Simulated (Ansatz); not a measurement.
Isolated molecules relaxed with PBE0-D4/def2-TZVP in Ansatz; ΔE leaves out vibrations. CBS: MP2 limit from def2 TZ/QZ plus the TZ coupled-cluster correction, frozen cores. Functionals use def2-TZVPP. B3LYP here is the variant with VWN-RPA as its local correlation; programs differ in this. HSE06 is defined as in plane-wave codes. Open shells (•) are unrestricted, without spin–orbit coupling. Elements past krypton have def2 core potentials. For Ge, In outer-core shells are correlated without core-valence functions, which leaves a few kJ/mol of doubt a bond. Scalar relativity is left out up to krypton.

`[F][GeH2][InH2]` → `[F][GeH2]`• + `[InH2]`•  (homolysis of the Ge–In bond)

```
             level  ΔE (kJ/mol)  difference from CCSD(T)/CBS
       LDA (SPW92)        292.5                         11.3
            PBE-D4        253.2                        -28.0
         revPBE-D4        238.7                        -42.5
           BLYP-D4        238.2                        -43.0
         r2SCAN-D4        248.6                        -32.6
            B97M-V        261.6                        -19.6
           PBE0-D4        258.0                        -23.2
          B3LYP-D4        248.3                        -32.9
        r2SCANh-D4        249.1                        -32.1
        r2SCAN0-D4        249.9                        -31.3
          HSE06-D4        257.5                        -23.7
          BHLYP-D4        254.5                        -26.7
      CAM-B3LYP-D4        255.4                        -25.8
           ωB97X-V        273.5                         -7.7
           ωB97M-V        262.3                        -18.9
          PBE-QIDH        266.2                        -15.0
               PBE        248.2                        -33.0
            revPBE        230.4                        -50.8
            r2SCAN        247.3                        -33.9
              PBE0        253.5                        -27.7
             B3LYP        240.2                        -41.0
           r2SCANh        247.7                        -33.5
           r2SCAN0        248.3                        -32.9
             HSE06        253.1                        -28.1
             BHLYP        245.3                        -35.9
         CAM-B3LYP        250.5                        -30.7
           LC-ωPBE        258.7                        -22.5
RPA@PBE/def2-TZVPP        251.4                        -29.8
       HF/def2-SVP        185.4                        -95.8
      MP2/def2-SVP        252.2                        -29.0
     CCSD/def2-SVP        247.2                        -34.0
  CCSD(T)/def2-SVP        250.3                        -30.9
    MP2/def2-TZVPP        271.7                         -9.5
   CCSD/def2-TZVPP        260.1                        -21.1
     HF/def2-QZVPP        180.5                       -100.7
    MP2/def2-QZVPP        280.3                         -0.9
SCS-MP2/def2-QZVPP        277.5                         -3.7
      HF/CBS(def2)        180.4                       -100.8
     MP2/CBS(def2)        287.4                          6.2
    CCSD/CBS(def2)        275.8                         -5.4
       CCSD(T)/CBS        281.2                            0
```

Largest T1 diagnostic among the species: 0.018.

Leaving LDA and LC-ωPBE aside and taking each functional with its dispersion term where it has one, the values spread over 35.3 kJ/mol, from BLYP-D4 to ωB97X-V. LDA lies +44.3 kJ/mol from PBE without D4, its usual overbinding. The D4 term adds +8.2 kJ/mol with B3LYP and +4.5 kJ/mol with PBE0; it sums over pairs of atoms, weighted by their polarisabilities, and B3LYP, whose exchange is more repulsive, gets the larger term.
